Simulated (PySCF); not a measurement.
Si(OH)(OMe)2(SiH3), C₂H₁₀O₃Si₂, SMILES CO[Si](O)([SiH3])OC (GFN2-xTB optimised geometry):

```
17

C      0.091     0.495    -4.307
O      0.138     1.004    -3.001
Si    -0.573     0.437    -1.657
O     -2.213     0.541    -1.683
Si     0.397     1.666     0.000
O     -0.281    -1.162    -1.608
C     -0.773    -2.082    -0.678
H      0.384    -0.555    -4.318
H     -0.916     0.586    -4.720
H      0.786     1.076    -4.914
H     -2.652     1.377    -1.804
H      0.007     1.165     1.329
H      1.863     1.666     0.000
H     -0.019     3.076     0.000
H     -1.863    -2.042    -0.636
H     -0.374    -1.870     0.318
H     -0.454    -3.076    -0.992
```

Computed with CAM-B3LYP/def2-SVP run with PySCF 2.14.0.

**Question.** What are the frontier orbital energies and the dipole moment?

**Answer.** HOMO-2 -9.96 eV, HOMO-1 -9.59 eV, HOMO -9.09 eV, LUMO 1.65 eV, LUMO+1 1.88 eV; dipole moment 1.44 D.

On the same geometry PBE/def2-SVP run with PySCF 2.14.0 gives HOMO-2 -6.91 eV, HOMO-1 -6.52 eV, HOMO -6.34 eV, LUMO -0.30 eV, LUMO+1 -0.10 eV; dipole moment 1.50 D.

Meta-Löwdin charges at CAM-B3LYP/def2-SVP: C1 -0.06, O2 -0.61, Si3 1.23, O4 -0.72, Si5 0.19, O6 -0.61, C7 -0.06, H8 0.10, H9 0.09, H10 0.11, H11 0.33, H12 -0.10, H13 -0.08, H14 -0.09, H15 0.10, H16 0.09, H17 0.11.
